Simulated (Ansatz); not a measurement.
Spectroscopic constants of LiN-, multiplicity 4 (lowest of 2S+1 = 2, 4 at CCSD(T)/def2-TZVPP on PBE0 minima; our sources give no spin for the ground state, which may be another).

Seven points along R, fitted to fifth degree in 1/R; most abundant isotopes. In def2 and cc sets the state is the lowest found near the PBE0 minimum, followed along R.

Correlated levels freeze the inner cores; with def2 sets outer-core shells near the valence are correlated too.

Programs: Ansatz (an electronic-structure program). Values without a source in brackets are computed.

Energies at CCSD/def2-QZVPP:

```json
[
 {"R (Å)": "1.797365", "E (hartree)": "-62.05734714"},
 {"R (Å)": "1.845681", "E (hartree)": "-62.05882620"},
 {"R (Å)": "1.890132", "E (hartree)": "-62.05953678"},
 {"R (Å)": "1.940381", "E (hartree)": "-62.05972843"},
 {"R (Å)": "1.990630", "E (hartree)": "-62.05939432"},
 {"R (Å)": "2.048610", "E (hartree)": "-62.05849421"},
 {"R (Å)": "2.116252", "E (hartree)": "-62.05691477"}
]
```

Q: With a reduced mass of 4.6741 u, find the minimum, the force constant and the constants.

A: A fifth-degree polynomial in 1/R puts the minimum at r_e = 1.9318 Å with force constant 93.9 N/m. Then ω_e = (1/2πc)√(k/μ) = 584 cm⁻¹ and B_e = h/(8π²cμr_e²) = 0.9664 cm⁻¹; the cubic and quartic terms give α_e = 0.018 and ω_e x_e = 7.0 cm⁻¹.
